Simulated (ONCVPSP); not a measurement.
Ranking ONCV potentials for Mn

All share these settings but for the change named:

| Quantity | Value |
| --- | --- |
| Element | manganese (Mn) |
| Generator | ONCVPSP 4.0.1 |
| Type | optimised norm-conserving Vanderbilt (ONCV) |
| Functional | PBEsol |
| Relativity | fully relativistic |
| Frozen core | [Ne] |
| Valence charge | 15 |
| Reference configuration | 3s2 3p6 3d5.5 4s1.5 |
| Partial waves | 3s+4s: rc 1.10 bohr, ncon 4, nbas 7, qcut 13.8 1/bohr, 2 projectors; 3p: rc 1.35 bohr, ncon 4, nbas 7, qcut 12.1 1/bohr, 2 projectors, debl 1 Ha; 3d: rc 1.95 bohr, ncon 3, nbas 7, qcut 7.1 1/bohr, 3 projectors, debl 3.5 Ha |
| Local potential | polynomial inside 1.05 bohr (lpopt 5, dvloc0 3 Ha) |
| Core correction | Teter function fitted to the true core (icmod 2), fcfact 0.5 |

Open shells are filled in proportion to 2j + 1.

In the p channel the program set the typed energies aside and used -1.904, 0.250 Ha (j = l + 1/2; the other j can differ).

Test errors are all-electron minus pseudo excitation energies from the reference, over 3s2 3p6 3d5 4s2; 3s2 3p6 3d5 4s1; 3s2 3p6 3d5 4s0; 3s2 3p6 3d6 4s1. None of these files shows a bound ghost.

The base gives 28.6 meV.

Of 9 variants that were run, those that failed, showed a ghost or another fault, or gave nearly equal values are left out.

A variant can come out equal or close to the base, since the largest error may sit in a test that the change hardly touches while other tests move.

Question: Rank these variants by their largest absolute test error, smallest first.
A. d: qcut 4.1
B. all radii but the core radius scaled by about 1.05 (s 1.16, p 1.42, d 2.06 bohr); local potential polynomial inside 1.10 bohr (lpopt 5, dvloc0 3 Ha)
C. p: ncon 5, nbas 8

Answer: C (28.6 meV), B (33.5 meV), A (63.4 meV).
